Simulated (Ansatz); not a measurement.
Ansatz (a first-principles code) input:

Ansatz 0.2 input:
```yaml
crystal:
  periodic: [false, false, false]
  atoms:
    - {symbol: Al, position_ang: [-0.00000000, -0.00000000, -1.16094063]}
    - {symbol: O, position_ang: [-0.00000000, -0.00000000, -2.75812979]}
    - {symbol: Br, position_ang: [0.00000000, 0.00000000, 1.06163619]}
basis:
  gaussian:
    orbitals: 6-31G*
magnetization: {spin_polarized: false}
correlation: {method: ccsd_t, electrons: outside_noble_gas}
```

**Question.** What final total energy does it print?

**Answer.** -2889.28989 Eh (CCSD(T)/6-31G*).
